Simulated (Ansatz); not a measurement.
Basis-set extrapolation for CH$_{5}$BOSSi (PBE0-D4/def2-TZVP geometry, frozen core, Ansatz 0.2.0). Multiplicity 1, RHF reference.

```tsv
	def2-TZVPP	def2-QZVPP
HF	-826.886461	-826.912964
MP2 correlation	-0.819344	-0.880844
CCSD(T) correlation	-0.897052	not run
```

Energies in hartree. Use E(X) = E(∞) + A·exp(−7.88·√X) for Hartree–Fock and E(X) = E(∞) + B·X^(−2.97) for correlation, with X = 3 and 4, and add CCSD(T) minus MP2 of the smaller set to the MP2 limit.

**Question.** What is the CCSD(T) energy at the basis-set limit?

**Answer.** HF limit: -826.912964 + (-0.026503) × 0.13774 = -826.91661. MP2 limit: -0.880844 + (-0.061500) × 0.74074 = -0.92640. Higher-order term: -0.897052 − (-0.819344) = -0.07771. Total: -827.92072 hartree, 360.2 kJ/mol below CCSD(T)/def2-TZVPP.
